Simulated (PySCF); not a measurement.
C3H3ClF2.

```xyz
9

F     -1.9146    -1.5166     0.5855
C     -1.3420    -0.3066     0.8408
F     -2.0090     0.6340     0.1202
C      0.1108    -0.3446     0.4763
C      0.6501     0.5202    -0.3823
Cl     2.3248     0.5078    -0.8213
H     -1.5006    -0.0864     1.9132
H      0.7091    -1.1214     0.9596
H      0.0679     1.3032    -0.8713
```
Charge 0, spin multiplicity 1.

Geometry: B3LYP-D3(BJ)/def2-SVP. The values are those of a single conformer.

Method: KT2/pcSseg-1 (PySCF). Non-relativistic, no solvent.

Computed absolute GIAO shielding of each atom: isotropic value and principal components (ppm):
```
atom  σ(iso)    σ11    σ22    σ33   span
----  ------  -----  -----  -----  -----
F1     276.4  170.9  311.5  346.7  175.8
C2      66.3   45.6   67.9   85.3   39.6
F3     307.8  205.5  338.1  379.8  174.3
C4      57.7  -38.2   83.6  127.5  165.7
C5      50.6  -37.3   61.8  127.2  164.4
Cl6    706.7  475.6  711.9  932.7  457.1
H7      24.7   22.5   23.5   28.3    5.8
H8      25.4   23.1   24.4   28.7    5.6
H9      24.6   20.2   24.5   29.3    9.1
```
